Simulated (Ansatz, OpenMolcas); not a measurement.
How basis sets differ on AlNH4O2 (SMILES [NH2][Al]([OH])[OH])

AlNH4O2: 8 atoms, total charge 0, spin state singlet. SMILES: `[NH2][Al]([OH])[OH]`. The shape is that of a PBE0-D4/def2-TZVP optimisation. This is one conformer, not always the lowest.

```csv
atom,x (Å),y (Å),z (Å)
N,-0.4534,1.3709,0.1590
Al,0.0219,-0.3143,-0.0152
O,1.5694,-0.8061,-0.5009
O,-1.1401,-1.4961,0.3242
H,0.1328,2.1700,-0.0090
H,-1.3726,1.6620,0.4477
H,2.2870,-0.2138,-0.7127
H,-0.9528,-2.4298,0.2512
```

Quantity: the dipole moment, in D. The values are calculated.

```tsv
level	kind	program	value (D)	CPU time
HF/STO-3G	Hartree–Fock	Ansatz	1.32	0.4 s
HF/3-21G	Hartree–Fock	OpenMolcas	2.23	1.8 s
HF/def2-SVP	Hartree–Fock	Ansatz	1.91	1.9 s
HF/6-311+G**	Hartree–Fock	OpenMolcas	1.94	19 s
```

The values span 1.32 to 2.23 D. Magnitudes only. Sets without polarisation functions give poor dipoles. Times are those of the runs behind each value, whatever else they computed, on shared processors of several kinds: orders of magnitude only.
